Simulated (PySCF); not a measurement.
# Computed records: AlBH5N2, CH6BOSi, BClH3OSi, BCl2H2Si

Computed with PySCF 2.14.0. Calculation on a computer-drawn molecule: optimised geometry and harmonic frequencies of an isolated molecule of the commonest isotopes, restricted reference for singlets and unrestricted otherwise, frozen core in MP2.

Common to all runs: method HF; basis cc-pV(D+d)Z.

(1) AlBH5N2

Start structure:
```xyz
9
AlBH5N2
B     -0.5860     0.5201     2.2210
N     -0.8249    -0.1344     0.9948
Al     0.2493    -0.7489    -0.4350
N      1.9267    -0.6791    -0.8874
H     -1.4428     0.8074     2.9562
H      0.5358     0.8425     2.3855
H     -1.8668    -0.4288     0.8923
H      2.2854    -1.0451    -1.6870
H      2.6372    -0.2862    -0.3042
```

| Item | Value |
| --- | --- |
| charge | 0 |
| multiplicity | 2 |
| rotational constants | 13.18, 3.843, 2.975 GHz |
| total energy | -378.4961 hartree |
| spin squared | 0.7524 |
| convergence status largest gradient component | 2.442e-05 hartree/bohr |

Drawn bonds:
```
atom  other atom  order
   1           2      1
   2           3      1
   3           4      1
   1           5      1
   1           6      1
   2           7      1
   4           8      1
   4           9      1
```

Optimised structure:
```xyz
9
AlBH5N2
B     -0.3911     0.4506     1.9859
N     -0.9040    -0.2414     0.8758
Al     0.0161    -0.8580    -0.5653
N      1.7581    -0.5914    -0.6454
H     -1.1142     0.8077     2.8820
H      0.7893     0.6930     2.0473
H     -1.8955    -0.4001     0.9072
H      2.3458    -0.8946    -1.3987
H      2.3093    -0.1184     0.0473
```

Modes:
```
frequency (cm⁻¹)  reduced mass (dalton)
           102.5                  2.384
           167.3                  2.935
           284.3                  1.218
           303.7                  3.132
           366.2                   1.13
           420.2                  1.245
           643.9                  2.612
           710.8                  1.706
           852.7                  5.718
           865.1                  1.083
           995.6                    1.3
            1100                  1.372
            1223                  1.597
            1350                  1.245
            1445                  2.345
            1666                   1.11
            2633                  1.054
            2686                  1.128
            3773                  1.052
            3779                  1.074
            3861                  1.094
```

(2) CH6BOSi

Start structure:
```xyz
10
CH6BOSi
B     -2.4188    -1.0280     0.6297
C     -1.5457     0.1552     0.7514
O     -0.3723     0.1761    -0.1083
Si     0.9244    -0.7801    -0.0233
H     -2.3150    -2.0534     0.0799
H     -1.1808     0.4346     1.7724
H     -2.1312     1.1067     0.3511
H      0.6520    -2.2124    -0.0322
H      1.6831    -0.2562    -1.2039
H      1.6043    -0.5348     1.2777
```

| Quantity | Value |
| --- | --- |
| charge | 0 |
| multiplicity | 2 |
| rotational constants | 16.57, 3.249, 3.014 GHz |
| total energy | -429.7936 hartree |
| spin squared | 0.7537 |
| convergence status largest gradient component | 1.07e-05 hartree/bohr |

Drawn bonds:
```
atom  other atom  order
   1           2      1
   2           3      1
   3           4      1
   1           5      1
   2           6      1
   2           7      1
   4           8      1
   4           9      1
   4          10      1
```

Optimised structure:
```xyz
10
CH6BOSi
B     -2.5897    -1.0102     0.6119
C     -1.5195     0.1285     0.7364
O     -0.4521     0.0717    -0.1927
Si     0.9867    -0.7005    -0.0093
H     -2.6150    -1.9396    -0.1394
H     -1.1484     0.1670     1.7705
H     -2.0323     1.0854     0.5885
H      0.7890    -2.1548     0.2020
H      1.7647    -0.4714    -1.2396
H      1.7167    -0.1683     1.1664
```

Modes:
```
frequency (cm⁻¹)  reduced mass (dalton)
           59.76                  2.291
           92.84                  1.272
           211.4                  2.701
           266.1                   1.09
           386.5                  2.473
           740.8                  2.762
           770.9                  1.346
             781                  1.235
           830.8                  1.951
           921.8                  1.723
           985.1                  3.387
            1023                  1.055
            1044                  1.063
            1069                  1.137
            1217                  4.945
            1372                  1.137
            1445                  1.425
            1540                  1.062
            2290                   1.05
            2306                  1.033
            2352                  1.037
            2757                  1.097
            3137                  1.067
            3190                  1.092
```

(3) BClH3OSi

Start structure:
```xyz
7
BClH3OSi
B     -0.0551     1.6774    -1.7630
O     -0.5635     1.4136    -0.4611
Si    -1.0189     1.0980     0.9150
Cl     0.0798     0.0384     2.1425
H      0.5363     2.6265    -1.9278
H     -0.3215     0.8667    -2.6018
H     -2.3874     1.6866     1.0873
```

| Item | Value |
| --- | --- |
| charge | 1 |
| multiplicity | 1 |
| rotational constants | 15.56, 2.3, 2.041 GHz |
| total energy | -849.5671 hartree |
| convergence status largest gradient component | 1.277e-05 hartree/bohr |

Drawn bonds:
```
atom  other atom  order
   1           2      1
   2           3      1
   3           4      1
   1           5      1
   1           6      1
   3           7      1
```

Optimised structure:
```xyz
7
BClH3OSi
B     -0.0356     1.6614    -1.8177
O     -0.5860     1.4340    -0.5347
Si    -1.0807     1.1224     0.8906
Cl     0.0208     0.0916     2.1294
H      0.6141     2.6452    -1.9414
H     -0.2815     0.8479    -2.6442
H     -2.3814     1.6046     1.3090
```

Modes:
```
frequency (cm⁻¹)  reduced mass (dalton)
           86.97                  4.505
           129.6                  1.791
           176.6                  1.472
           297.4                  13.42
           610.4                  1.282
           645.1                  11.51
           796.9                  2.262
           911.9                  1.548
            1037                  1.288
            1119                  1.329
            1317                   1.29
            1368                  5.607
            2502                  1.046
            2776                  1.041
            2911                  1.142
```

(4) BCl2H2Si

Start structure:
```xyz
6
BCl2H2Si
Si     0.7271    -2.2452     0.5733
B     -0.7190    -1.2782     1.2952
Cl    -1.1256     0.3029     0.7694
Cl    -1.8131    -2.0035     2.4354
H      1.1484    -3.5025     0.9207
H      1.7469    -1.6565    -0.3244
```

| Item | Value |
| --- | --- |
| charge | 0 |
| multiplicity | 2 |
| rotational constants | 3.088, 2.743, 1.457 GHz |
| total energy | -1233.8383 hartree |
| spin squared | 0.7648 |
| convergence status largest gradient component | 1.734e-05 hartree/bohr |

Drawn bonds:
```
atom  other atom  order
   1           2      1
   2           3      1
   2           4      1
   1           5      1
   1           6      1
```

Optimised structure:
```xyz
6
BCl2H2Si
Si     0.6707    -2.3522     0.3399
B     -0.7616    -1.2901     1.2580
Cl    -1.0821     0.3804     0.7964
Cl    -1.7966    -2.0345     2.4749
H      1.1805    -3.5216     1.0845
H      1.7537    -1.5651    -0.2841
```

Modes:
```
frequency (cm⁻¹)  reduced mass (dalton)
           163.6                  6.039
           195.1                  1.038
           250.8                  19.69
           358.3                  2.606
           431.6                  18.34
           515.4                  1.694
           604.3                  1.212
           930.7                  3.773
             959                  9.528
            1011                  1.281
            2328                  1.029
            2343                  1.055
```
